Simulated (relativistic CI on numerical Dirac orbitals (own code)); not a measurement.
## Hf⁵²⁺: sensitivity of the levels to the model

Base calculation: Dirac-Coulomb-Breit CI, KLI orbitals optimised for each configuration, model QED (radiative potential, 1s self-energy scaled to tabulated hydrogen-like ionisation energies), unscaled Slater integrals.

Configuration list (outside the closed core [Ne]): 3s2.3p6.3d2, 3s2.3p5.3d3, 3s.3p6.3d3, 3s2.3p6.3d.4s, 3s2.3p6.3d.4p, 3s2.3p6.3d.4d, 3s2.3p5.3d2.4s, 3s2.3p6.3d.4f, 3s2.3p5.3d2.4p, 3s2.3p5.3d2.4d, 3p6.3d4, 3p5.3d5, 3p5.3d4.4s, 3p6.3d3.4s, 3p5.3d3.4s2. Double excitations out of closed p, d and f shells are left out; levels of such configurations are missing from the list, as are those of other unlisted configurations, and high levels can miss mixing partners. These lack a partner that the ground configuration has and come out too high: 3s2.3p5.3d2.4p, 3s2.3p5.3d2.4d.

The lowest level and the first level of each name with at least 55 % of one term (blank where a level has no safe partner in the second run):

```json
{"Level": "3s2.3p6.3d2 3F_2", "Base (eV)": "0.000", "Shift (eV)": "0.000"}
{"Level": "3s2.3p6.3d2 3P_0", "Base (eV)": "23.036", "Shift (eV)": "+0.318"}
{"Level": "3s2.3p6.3d2 3F_3", "Base (eV)": "63.087", "Shift (eV)": "-0.080"}
{"Level": "3s2.3p6.3d2 1G_4", "Base (eV)": "76.631", "Shift (eV)": "-0.012"}
{"Level": "3s2.3p6.3d2 3P_1", "Base (eV)": "78.174", "Shift (eV)": "+0.404"}
{"Level": "3s2.3p6.3d2 3F_4", "Base (eV)": "134.435", "Shift (eV)": "-0.037"}
{"Level": "3s2.3p6.3d2 1S_0", "Base (eV)": "167.261", "Shift (eV)": "+0.201"}
{"Level": "3s2.3p5.3d3 3I°_7", "Base (eV)": "398.581", "Shift (eV)": "-0.476"}
```

At this charge energies of transitions that change n are usually good to better than 1 %, and those within a shell (Δn = 0) to a few per cent.

**Question.** One thing was changed in a second run, which moved the levels as shown. Which?
A. Breit term removed
B. QED terms removed
C. configuration mixing switched off

**Answer.** C. Configuration mixing switched off. Without mixing, levels that were pushed by configurations of the same parity and J return to their single-configuration places.

LS names give the leading component of a level, which can be under half, so a name can repeat, a term be missing and a line seem to break the LS rules.
